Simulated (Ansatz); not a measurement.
CH2 (SMILES [CH2]), charge 0, multiplicity 3, relaxed at each level with Ansatz (a program for electronic structure); harmonic frequencies from differences of analytic forces, average atomic masses, frozen cores. Open shells are unrestricted.

```json
[
 {"mode": "1", "HF/def2-TZVPP (cm⁻¹)": "1202", "PBE/def2-TZVPP (cm⁻¹)": "1006", "r2SCAN/def2-TZVPP (cm⁻¹)": "1058", "PBE0/def2-TZVPP (cm⁻¹)": "1052", "MP2/cc-pVTZ (cm⁻¹)": "1143", "CCSD(T)/cc-pVQZ (cm⁻¹)": "___"},
 {"mode": "2", "HF/def2-TZVPP (cm⁻¹)": "3267", "PBE/def2-TZVPP (cm⁻¹)": "3070", "r2SCAN/def2-TZVPP (cm⁻¹)": "3135", "PBE0/def2-TZVPP (cm⁻¹)": "3150", "MP2/cc-pVTZ (cm⁻¹)": "3202", "CCSD(T)/cc-pVQZ (cm⁻¹)": "___"},
 {"mode": "3", "HF/def2-TZVPP (cm⁻¹)": "3476", "PBE/def2-TZVPP (cm⁻¹)": "3309", "r2SCAN/def2-TZVPP (cm⁻¹)": "3368", "PBE0/def2-TZVPP (cm⁻¹)": "3388", "MP2/cc-pVTZ (cm⁻¹)": "3436", "CCSD(T)/cc-pVQZ (cm⁻¹)": "___"}
]
```

Problem. Modes are in rising order at each level. Some entries are withheld; supply them.

Solution. 
- 1, CCSD(T)/cc-pVQZ (cm⁻¹): 1097
- 3, CCSD(T)/cc-pVQZ (cm⁻¹): 3372
- 2, CCSD(T)/cc-pVQZ (cm⁻¹): 3144
